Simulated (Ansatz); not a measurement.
Input and output for `Cl[SiH2][S][SbH2]`.

```yaml
crystal:
  periodic: [false, false, false]
  atoms:
    - {symbol: Cl, position_ang: [-2.518886, 0.252059, -0.253992]}
    - {symbol: Si, position_ang: [-0.815922, 1.259370, 0.324595]}
    - {symbol: S, position_ang: [0.650329, -0.041737, 1.102965]}
    - {symbol: Sb, position_ang: [1.041495, -1.306039, -0.950999]}
    - {symbol: H, position_ang: [-1.182843, 2.200043, 1.405486]}
    - {symbol: H, position_ang: [-0.340157, 1.969698, -0.884531]}
    - {symbol: H, position_ang: [2.676131, -1.588290, -0.536436]}
    - {symbol: H, position_ang: [0.582055, -2.802304, -0.262987]}
basis:
  gaussian: {orbitals: def2-SVP}
total_charge: 1
magnetization: {spin_polarized: false, initial_magnetization: 1}
hamiltonian: {xc: {name: wPBEh}}
scf: {lower_state_search: off}
```

```sh
$ ansatz run in.yaml --threads 4 --pin off --events-out ev --progress --plain --max-ram 10444MiB
```

It prints (some lines left out):

```
Functional definition: wPBEh
1022 factors; integrals over basis functions are off by at most 1.1e-3 eV
91 factors; integrals over basis functions are off by at most 4.2e-7 eV
mean field evaluation 1: about -37808.1193 eV, gradient 2.8e1 eV
mean field evaluation 2: about -37808.1833 eV, gradient 2.8e1 eV
mean field evaluation 4: about -37808.2826 eV, gradient 2.2e1 eV
mean field evaluation 8: about -37811.4875 eV, gradient 5.4e0 eV
mean field evaluation 16: about -37811.6077 eV, gradient 6.6e-2 eV
mean field -37811.60776408 eV, -1389.5509557017 hartree, gradient 4.8e-6 eV, S^2 0.750000; 0 other end points of the search recorded, 0 dependent functions left out
reference -37811.60779979 eV, -1389.5509570140 hartree; 37, 36 occupied and 63, 64 virtual orbitals, 1022 factors
Total energy: -37811.60779979 eV, -1389.5509570140 hartree
Checks for a lower state left out: stability, starts, cluster_reference, orbital_swaps, neighbouring_geometries, increment
```

Run time 1.7 s (4 threads of an Arm Neoverse V2 on a shared host); peak host memory 0.2 GiB.
